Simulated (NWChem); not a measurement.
Total energies of CHF

```xyz
3

C      0.5606    -0.4527     0.0000
F     -0.5266     0.2642     0.0000
H      1.3753     0.3381     0.0000
```
Charge 0, spin multiplicity 1.

All runs are NWChem calculations. Structure: optimised with B3LYP/def2-SVP, a minimum by its harmonic frequencies.

Basis set: cc-pVDZ (33 functions).

```tsv
method	total energy (Ha)
RHF	-137.76501
MP2	-138.06270
B2PLYP	-138.29651
PBE	-138.26141
B3LYP	-138.41109
PBE0	-138.26421
CCSD(T)	-138.09209
```

Total energies of different functionals aren't comparable as a measure of quality: only differences taken within one method are. 

The correlated methods keep 2 core orbitals frozen. B3LYP has NWChem's definition, with VWN1-RPA local correlation. The structure started from a generated list of species. Coupled-cluster values serve here as a point of comparison, not as the truth.
